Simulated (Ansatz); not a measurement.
Total energies of the cluster Ga₃Sb₂⁺ (the lowest singlet isomer of a short search) from Ansatz at r2SCAN-D4/def2-TZVP, gas phase (1 Eh = 27.2114 eV = 2625.5 kJ/mol). The reference geometry is relaxed at r2SCAN-D4/def2-SVP.

Cartesian coordinates in Å:
```
Ga -1.845 -1.017 0.907
Ga 3.077 0.456 0.129
Ga -2.176 0.479 -1.158
Sb 0.280 1.103 0.853
Sb 0.665 -1.021 -0.730
```

```csv
state,geometry,energy (Eh)
charge 1 singlet,reference,-6255.08991
charge 0 doublet,reference,-6255.31884
charge 1 triplet,relaxed at r2SCAN-D4/def2-SVP,-6255.08810
charge 1 quintet,relaxed at r2SCAN-D4/def2-SVP,-6255.04939
```

In the def2 sets Sb takes a core potential; there is no spin–orbit coupling.

(1) Work out the vertical electron affinity, to the doublet.

(2) Which of the charge 1 states is lowest, and how far above it are the others?

(1) E(charge 1 singlet) − E(charge 0 doublet) = -6255.08991 − (-6255.31884) = 0.22893 Eh = 6.23 eV.

(2) The singlet, but by less than the method's error, so the order isn't settled. triplet: -6255.08810 − (-6255.08991) = 0.00181 Eh = 4.8 kJ/mol; quintet: -6255.04939 − (-6255.08991) = 0.04052 Eh = 106.4 kJ/mol. The triplet differs in its bonds from the reference.

The structure comes from a short search, and lower isomers may exist.
